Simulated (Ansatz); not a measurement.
Reactions of BGeH5OSi (`[GeH3][B]1O[SiH2]1`).

Gas-phase electronic energies from Ansatz, PBE0-D4/def2-TZVP geometries. CCSD(T)/CBS is the MP2 limit (def2-TZVPP, def2-QZVPP) plus CCSD(T) − MP2 in def2-TZVPP, frozen cores. This one scheme is used for every species. Functionals use def2-TZVPP. B3LYP here is the variant with VWN-RPA as its local correlation; programs differ in this. def2 core potentials past Kr. For Ge, Te outer-core shells are correlated without core-valence functions, which leaves a few kJ/mol of doubt a bond. Scalar relativity is left out up to krypton. One conformer a species, not always the lowest.

| reaction | CCSD(T)/CBS(def2) (eV) |
| --- | --- |
| `[GeH3][B]1O[SiH2]1` → `B1O[SiH2]1` + `[GeH2]` | 1.82 |
| `[GeH3][B]1O[SiH2]1` + `N[SiH](O)F` → `O[SiH](F)[NH][GeH3]` + `B1O[SiH2]1` | -0.02 |
| `[GeH3][B]1O[SiH2]1` + H₂ → `B1O[SiH2]1` + GeH₄ | -0.14 |
| `[GeH3][B]1O[SiH2]1` + `[GeH3][TeH]` → `[GeH3][Te][GeH3]` + `B1O[SiH2]1` | ? |

(1) Fill in the missing values. (Estimate.)

Largest T1 diagnostic: 0.017, for `B1O[SiH2]1`.

## Answers

(1) The calculation gave: `[GeH3][B]1O[SiH2]1` + `[GeH3][TeH]` → `[GeH3][Te][GeH3]` + `B1O[SiH2]1`: -0.68 eV.
